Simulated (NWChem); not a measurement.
System: CH$_{3}$GeNO$_{2}$; SMILES N#C[O][GeH2][OH]

```xyz
8

N      0.7524     2.6039     0.4211
C      0.0816     1.7657    -0.0286
O     -0.6504     0.8459    -0.5252
Ge    -0.4004    -0.9065     0.0053
O      1.2830    -1.2978    -0.2890
H     -1.2498    -1.6914    -0.9807
H     -0.7715    -0.9184     1.4920
H      1.9108    -0.8479     0.2892
```
Atoms are numbered in this order, from 1.

Level: PBE0/def2-SVP (NWChem), optimised geometry, unscaled harmonic frequencies. 

| frequency (cm⁻¹) | IR intensity (km/mol) |
|---|---|
| 30 | 3.8 |
| 107 | 9.7 |
| 234 | 5.9 |
| 291 | 138.7 |
| 482 | 41.7 |
| 533 | 14.9 |
| 555 | 46.0 |
| 625 | 54.7 |
| 676 | 6.3 |
| 752 | 115.3 |
| 802 | 88.9 |
| 848 | 48.4 |
| 911 | 110.5 |
| 1208 | 162.2 |
| 2199 | 65.6 |
| 2270 | 55.6 |
| 2415 | 285.5 |
| 3890 | 110.2 |

```json
{
  "zero_point_energy": "26.9 kcal/mol",
  "thermal correction to the enthalpy at 298.15 K (with zero-point energy)": "31.6 kcal/mol",
  "heat capacity Cv": "21.5 cal/(mol K)",
  "entropy at 298.15 K and 1 atm (symmetry number 1)": "83.3 cal/(mol K)",
  "dipole_moment": "4.74 D"
}
```

Rigid rotor and harmonic oscillator; modes under 100 cm⁻¹ make the entropy uncertain.
